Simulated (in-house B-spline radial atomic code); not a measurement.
# As6+: [Ar] 3d8 4p1 (an excited or competing configuration)

All numbers are computed (non-relativistic revTPSS, spin-polarised, spherical fractional occupations; point nucleus) with an all-electron radial atomic-structure program (B-spline basis), not measured.

Screening seen three ways: the hydrogenic charge with the same mean radius, Z_r = [3n² - l(l+1)]/(2<r>), the one with the same energy, Z_e = n√(-2ε), and Slater's rules. Values are occupation-weighted means over spin.

| shell | electrons | ε (eV) | <r> (bohr) | Z_r | Z_e | Slater |
| --- | --- | --- | --- | --- | --- | --- |
| 1s | 2 | -11677 | 0.04635 | 32.36 | 29.30 | 32.70 |
| 2s | 2 | -1569.3 | 0.2064 | 29.07 | 21.48 | 28.85 |
| 2p | 6 | -1413.3 | 0.1788 | 27.96 | 20.38 | 28.85 |
| 3s | 2 | -295.83 | 0.5962 | 22.64 | 13.99 | 21.75 |
| 3p | 6 | -242.78 | 0.6032 | 20.72 | 12.67 | 21.75 |
| 3d | 8 | -150.95 | 0.6128 | 17.13 | 9.99 | 12.55 |
| 4p | 1 | -77.635 | 1.628 | 14.13 | 9.55 | 9.40 |

The least bound orbital is 4p up at -77.64 eV, and it is also the most diffuse (<r> = 1.628 bohr).
